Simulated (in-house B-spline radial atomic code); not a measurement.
Ionising Er⁵¹⁺ with different functionals

Computed with a B-spline radial code for spherical atoms: scalar-relativistic (spin-free X2C) Hamiltonian, Fermi nucleus of rms radius 5.2516 fm, spin-polarised at highest spin, spherical fractional occupations for the functionals. The ionisation energy is the difference of two self-consistent energies, [Ne] 3s2 3p5 → [Ne] 3s2 3p4, without Breit or QED terms; ε is the level of the shell that loses the electron (its least bound occupied spin orbital). There is no spin-orbit coupling in this Hamiltonian.

Hybrids are left out here: with spherical fractional occupations of an open shell their exact exchange keeps a self-interaction that integer-occupation calculations don't have.

| method | rung | ΔSCF (eV) | -ε(3p) (eV) |
| --- | --- | --- | --- |
| LDA VWN5 | LDA | 4824.4 | 4770.1 |
| PW91 | GGA | 4826.1 | 4772.1 |
| AM05 | GGA | ? | ? |
| TPSS | meta-GGA | ? | ? |

Problem. What does AM05 give?

Solution. ΔSCF 4824.1 eV, and -ε(3p) = 4770.0 eV.

Problem. What does TPSS give?

Solution. ΔSCF 4825.6 eV, and -ε(3p) = 4772.1 eV.

Problem. How do they compare with the NIST value?

Solution. NIST lists 4748 eV ± 4 (tabulated theory, ground level to ground level). Errors run from +76.1 to +78.1 eV. The correlated functionals all miss on the same side by more than they spread, so the cause is common to them (spin-orbit coupling, Breit-QED terms, multiplet and fine-structure energies, or a listed next ion that isn't the cheapest removal here) and closeness doesn't rank the functionals.
